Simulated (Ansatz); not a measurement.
Frontier orbitals of C₂H₇InSn, SMILES `[CH3][SnH]1[CH2][InH]1`.

Cartesian coordinates in Å:
```
C 1.285 0.770 1.498
Sn -0.240 -0.509 0.679
C -0.164 -0.534 -1.540
In -2.194 0.103 -1.110
H 2.261 0.317 1.319
H 1.136 0.897 2.570
H 1.244 1.745 1.014
H -0.040 -2.097 1.311
H -0.012 -1.475 -2.070
H 0.463 0.246 -1.978
H -3.740 0.538 -1.694
```

Total charge 0; spin multiplicity 1. Correlated methods include outer-core shells of In, Sn, which these sets cover unevenly. Sn, In takes the def2 core potential. Geometry: relaxed with PBE0-D4/def2-TZVP. Basis def2-TZVPP, Ansatz 0.2.0.

| functional | HOMO (eV) | LUMO (eV) |
| --- | --- | --- |
| PBE | -4.62 | -2.68 |

(1) Give HOMO and LUMO (eV) with LDA (SPW92), revPBE, BLYP, r2SCAN, B97M-V, PBE0, B3LYP, r2SCANh, r2SCAN0, HSE06 (plane-wave form), BHLYP, CAM-B3LYP, LC-ωPBE, ωB97X-V, ωB97M-V, HF. (Best estimate.)

Results:

(1) The calculation gave: 
| functional | HOMO | LUMO |
| --- | --- | --- |
| LDA (SPW92) | -4.77 | -2.93 |
| revPBE | -4.55 | -2.57 |
| BLYP | -4.49 | -2.64 |
| r2SCAN | -4.79 | -2.47 |
| B97M-V | -4.78 | -2.71 |
| PBE0 | -5.46 | -1.98 |
| B3LYP | -5.32 | -2.23 |
| r2SCANh | -5.10 | -2.22 |
| r2SCAN0 | -5.57 | -1.86 |
| HSE06 (plane-wave form) | -5.08 | -2.34 |
| BHLYP | -6.20 | -1.32 |
| CAM-B3LYP | -6.58 | -1.16 |
| LC-ωPBE | -7.69 | -0.08 |
| ωB97X-V | -7.44 | -0.22 |
| ωB97M-V | -7.35 | -0.48 |
| HF | -7.25 | 0.44 |

B3LYP here is the variant with VWN-RPA as its local correlation; programs differ in this. LC-ωPBE has ω = 0.4 bohr⁻¹.
